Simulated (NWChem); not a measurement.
Everything below was run with NWChem. System: HAlI2, charge 0, spin multiplicity 1, at a geometry optimised with B3LYP/def2-SVP with def2 effective core potentials on I. The structure started from a generated list of species. Level: PBE0/def2-SVPD with def2 effective core potentials on I.

Part of the output:

```
             Northwest Computational Chemistry Package (NWChem) 7.3.0
             --------------------------------------------------------

                                NWChem Input Module
                                -------------------

 Scaling coordinates for geometry "geometry" by  1.889725989
 (inverse scale =  0.529177249)

 Turning off AUTOSYM since
 SYMMETRY directive was detected!

                             Geometry "geometry" -> ""
                             -------------------------

 Output coordinates in angstroms (scale by  1.889725989 to convert to a.u.)

  No.       Tag          Charge          X              Y              Z
 ---- ---------------- ---------- -------------- -------------- --------------
    1 Al                  13.0000     0.00000000     0.00000000     1.08039800
    2 H                    1.0000     0.00000000     0.00000000     2.65025500
    3 I                   53.0000     2.14737100     0.00000000    -0.15750400
    4 I                   53.0000    -2.14737100     0.00000000    -0.15750400

 Effective nuclear repulsion energy (a.u.)     660.5596231135

            Nuclear Dipole moment (a.u.)
            ----------------------------
        X                 Y               Z
 ---------------- ---------------- ----------------
     0.0000000000     0.0000000000     0.0000094486

      Symmetry information
      --------------------

 Group name             C2v
 Group number             16
 Group order               4
 No. of unique centers     3

      Symmetry unique atoms

     1    2    3


 Summary of "ao basis" -> "" (spherical)
 ------------------------------------------------------------------------------
       Tag                 Description            Shells   Functions and Types
 ---------------- ------------------------------  ------  ---------------------
 *                         def2-svpd                  on all atoms

                                 NWChem DFT Module
                                 -----------------

 Summary of "ao basis" -> "ao basis" (spherical)
 ------------------------------------------------------------------------------
       Tag                 Description            Shells   Functions and Types
 ---------------- ------------------------------  ------  ---------------------
 Al                        def2-svpd                10       24   5s3p2d
 H                         def2-svpd                 4        8   2s2p
[...]
 Vector   31  Occ=2.000000D+00  E=-2.949387D-01  Symmetry=a2
              MO Center=  8.2D-15, -3.8D-15, -1.1D-01, r^2= 6.4D+00
   Bfn.  Coefficient  Atom+Function         Bfn.  Coefficient  Atom+Function
  ----- ------------  ---------------      ----- ------------  ---------------
    45      0.430784  3 I  py                80     -0.430784  4 I  py
    48      0.379622  3 I  py                83     -0.379622  4 I  py
    42     -0.174540  3 I  py                77      0.174540  4 I  py
    39     -0.141708  3 I  py                74      0.141708  4 I  py
    15      0.052973  1 Al d -2              51      0.028801  3 I  py

 Vector   32  Occ=2.000000D+00  E=-2.871103D-01  Symmetry=b1
              MO Center=  2.8D-14,  3.2D-15, -8.7D-02, r^2= 6.7D+00
   Bfn.  Coefficient  Atom+Function         Bfn.  Coefficient  Atom+Function
  ----- ------------  ---------------      ----- ------------  ---------------
    46      0.332663  3 I  pz                81     -0.332663  4 I  pz
    44      0.289783  3 I  px                79      0.289783  4 I  px
    49      0.286930  3 I  pz                84     -0.286930  4 I  pz
    47      0.255426  3 I  px                82      0.255426  4 I  px
    43     -0.134122  3 I  pz                78      0.134122  4 I  pz

 Vector   33  Occ=0.000000D+00  E=-7.395364D-02  Symmetry=b2
              MO Center= -7.5D-14, -2.1D-15,  9.5D-01, r^2= 4.8D+00
   Bfn.  Coefficient  Atom+Function         Bfn.  Coefficient  Atom+Function
  ----- ------------  ---------------      ----- ------------  ---------------
    13      0.645796  1 Al py                10      0.385692  1 Al py
    48     -0.224156  3 I  py                83     -0.224156  4 I  py
     7     -0.195993  1 Al py                45     -0.179845  3 I  py
    80     -0.179845  4 I  py                42      0.070509  3 I  py
    77      0.070509  4 I  py                63     -0.065398  3 I  d -2

 Vector   34  Occ=0.000000D+00  E=-5.175391D-02  Symmetry=a1
              MO Center= -6.8D-14,  2.7D-15,  4.1D-01, r^2= 7.7D+00
   Bfn.  Coefficient  Atom+Function         Bfn.  Coefficient  Atom+Function
  ----- ------------  ---------------      ----- ------------  ---------------
     3      0.623994  1 Al s                  4      0.551696  1 Al s
    47      0.315954  3 I  px                82     -0.315954  4 I  px
     2      0.287400  1 Al s                 36     -0.263861  3 I  s
    71     -0.263861  4 I  s                 14     -0.254332  1 Al pz
    44      0.245483  3 I  px                79     -0.245483  4 I  px

 Vector   35  Occ=0.000000D+00  E= 4.264278D-03  Symmetry=b1
              MO Center= -1.6D-13, -1.6D-15,  5.0D-01, r^2= 1.4D+01
   Bfn.  Coefficient  Atom+Function         Bfn.  Coefficient  Atom+Function
  ----- ------------  ---------------      ----- ------------  ---------------
    12      0.526689  1 Al px                50      0.465153  3 I  px
    85      0.465153  4 I  px                23     -0.314116  1 Al d  1
    36     -0.253676  3 I  s                 71      0.253676  4 I  s
    35     -0.248845  3 I  s                 70      0.248845  4 I  s
     9      0.243368  1 Al px                37      0.206653  3 I  s

 center of mass
 --------------
 x =   0.00000000 y =   0.00000000 z =  -0.05467418

 moments of inertia (a.u.)
 ------------------
         159.389335642374           0.000000000000           0.000000000000
           0.000000000000        4338.701641096832           0.000000000000
           0.000000000000           0.000000000000        4179.312305454458

     Multipole analysis of the density
     ---------------------------------

     L   x y z        total         alpha         beta         nuclear
     -   - - -        -----         -----         ----         -------
     0   0 0 0     -0.000000    -32.000000    -32.000000     64.000000

     1   1 0 0      0.000000      0.000000      0.000000      0.000000
     1   0 1 0     -0.000000     -0.000000     -0.000000      0.000000
     1   0 0 1      0.231422     -8.218197     -8.218197     16.667816

     2   2 0 0    -50.776198   -437.060590   -437.060590    823.344983
     2   1 1 0      0.000000      0.000000      0.000000      0.000000
     2   1 0 1      0.000000      0.000000      0.000000      0.000000
     2   0 2 0    -48.853076    -24.426538    -24.426538      0.000000
     2   0 1 1      0.000000      0.000000      0.000000      0.000000
     2   0 0 2    -50.635968    -67.168367    -67.168367     83.700766

 Task  times  cpu:        1.9s     wall:        1.9s

 Total times  cpu:        2.0s     wall:        2.0s
```

**Question.** Write an NWChem input that would produce this output.

**Answer.** Several could match; the one computed here: 
```
start mol
memory heap 200 mb stack 900 mb global 1100 mb
geometry units angstroms nocenter noautoz
  Al     0.000000     0.000000     1.080398
  H      0.000000     0.000000     2.650255
  I      2.147371     0.000000    -0.157504
  I     -2.147371     0.000000    -0.157504
  symmetry group C2v
end
basis spherical
  * library def2-svpd
end
ecp
  I library def2-ecp
end
dft
  xc pbe0
  semidirect memsize 60000000 filesize 0
  iterations 100
end
task dft energy
```
